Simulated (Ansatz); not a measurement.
`C=C[SiH](C=C)C=C`, relaxed with RKS PBE0-D4/def2-TZVP in Ansatz 0.2.0 from a PBE-D4/def2-SVP geometry. The force threshold is 0.005 eV/Å; the program also tests the step.

Charge 0, multiplicity 1.

Start:

```xyz
17

C    -1.456    1.281    1.979
C    -1.039    1.565    0.728
Si    0.307    0.604   -0.175
C     1.222   -0.489    1.055
C     1.420   -1.812    0.884
C    -0.441   -0.444   -1.548
C    -0.066   -0.375   -2.841
H    -2.262    1.850    2.475
H    -1.010    0.459    2.568
H    -1.530    2.399    0.191
H     1.259    1.583   -0.820
H     1.628   -0.015    1.970
H     1.968   -2.426    1.620
H     1.045   -2.343   -0.009
H    -1.243   -1.156   -1.273
H     0.726    0.317   -3.179
H    -0.529   -1.001   -3.624
```

(1) By how much does the energy fall, and how many steps does the optimiser take? (Best estimate.)

(2) Which bonds change most? (Best estimate.)

(3) Give the relaxed structure. (Estimate.)

Results:

(1) Ansatz gave: 9.34 kJ/mol, in 9 steps.

(2) The calculation gave: Si3–C4 from 1.883 to 1.863 Å; Si3–C6 from 1.882 to 1.862 Å; C2–Si3 from 1.884 to 1.865 Å; C4–C5 from 1.349 to 1.330 Å.

(3) Ansatz gave: 
```xyz
17

C    -1.428    1.274    1.959
C    -1.038    1.537    0.715
Si    0.295    0.584   -0.175
C     1.212   -0.485    1.045
C     1.394   -1.793    0.888
C    -0.438   -0.453   -1.538
C    -0.061   -0.356   -2.810
H    -2.220    1.834    2.450
H    -0.973    0.479    2.544
H    -1.539    2.344    0.182
H     1.234    1.551   -0.816
H     1.634   -0.015    1.934
H     1.941   -2.394    1.610
H     1.007   -2.322    0.021
H    -1.226   -1.164   -1.289
H     0.714    0.338   -3.122
H    -0.507   -0.960   -3.596
```
